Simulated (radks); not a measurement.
Results of a calculation; reference values are marked as such.
Polarisability of the nitrogen ion N5+, [He], at imaginary frequency. Level of theory: non-relativistic Kohn-Sham, LB94 model potential, spin-polarised, spherical densities, point nucleus (a radial shooting solver on a logarithmic mesh with Libxc functionals). Response by self-consistent Sternheimer equations with the Hartree and adiabatic LDA kernel.

| w (hartree) | alpha1(iw) (bohr^3) | alpha2(iw) (bohr^5) |
|---|---|---|
| 0.00266 | 0.004762 | 0.0004004 |
| 0.0143 | 0.004762 | 0.0004004 |
| 0.0360 | 0.004762 | 0.0004004 |
| 0.0697 | 0.004762 | 0.0004004 |
| 0.118 | 0.004762 | 0.0004004 |
| 0.186 | 0.004762 | 0.0004003 |
| 0.280 | 0.004761 | 0.0004003 |
| 0.413 | 0.004760 | 0.0004002 |
| 0.605 | 0.004757 | 0.0004001 |
| 0.892 | 0.004750 | 0.0003997 |
| 1.35 | 0.004734 | 0.0003990 |
| 2.12 | 0.004694 | 0.0003969 |
| 3.59 | 0.004571 | 0.0003905 |
| 6.94 | 0.004123 | 0.0003662 |
| 17.5 | 0.002463 | 0.0002559 |

Static values: alpha1 = 0.004762 bohr^3 (0.0007057 angstrom^3; uncoupled 0.004914), alpha2 = 0.0004004 bohr^5, alpha3 = 0.00008539 bohr^7. C6 = 0.0003115, C8 = 0.0001474, triple-dipole C9 = 1.105e-06 atomic units. One-pole (London) frequency 4 C6 / (3 alpha1^2) = 18.311 hartree, against 19.828 for minus the highest occupied eigenvalue.
